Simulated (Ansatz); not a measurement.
Ideal-gas functions of F₆GaP (`F[P+](F)(F)[Ga-]([F])([F])[F]`) at 298.15 K and 1 bar, from an Ansatz frequency run at PBE0-D4/def2-TZVP.

Molar mass 214.68 g/mol, point group C3v (symmetry number 3), electronic degeneracy 1, moments of inertia 278.379, 651.197, 651.203 u Å². Harmonic wavenumbers (cm⁻¹, unscaled): 20, 43, 43, 129, 139, 139, 186, 186, 205, 356, 356, 506, 642, 717, 717, 947, 966, 966.

Use S(trans) = R[1.5 ln M + 2.5 ln T − 1.1517]; rotational temperatures θ = 24.2544 K / I; S(rot) = R[ln(√π/σ · √(T³/θAθBθC)) + 1.5]; for each mode x = 1.438777 ν̃/T, S = R[x/(eˣ − 1) − ln(1 − e⁻ˣ)] and H = RT x/(eˣ − 1); 1 cm⁻¹ = 0.0119627 kJ/mol; R = 8.31446 J/(mol·K).

**Question.** By hand: the entropy, in J/(mol·K).

**Answer.** Translation 175.8. Rotation: θ = 0.0871, 0.0372, 0.0372 K, giving 116.7. Vibration, mode by mode: 27.76, 21.40, 21.40, 12.39, 11.79, 11.79, 9.49, 9.49, 8.74, 4.77, 4.77, 2.69, 1.60, 1.20, 1.20, 0.48, 0.45, 0.45, in all 151.8. Electronic 0.0. Sum 444.3 J/(mol·K).

**Question.** By hand: H − E and G − E in kJ/mol, counted from the electronic energy.

**Answer.** Zero-point energy ½ × 7263 × 0.0119627 = 43.4; thermal vibration 20.3; translation, rotation and pV give 4 RT = 9.9. H − E = 73.6 kJ/mol, and G − E = 73.6 − 298.15 × 444.3/1000 = -58.9 kJ/mol.

Vibration gives 34 % of the entropy, 106.5 J/(mol·K) of it from the modes under 150 cm⁻¹: soft modes count most, and the harmonic formula is weakest for them. The sum counts one conformer and one mirror image; others add a mixing term.
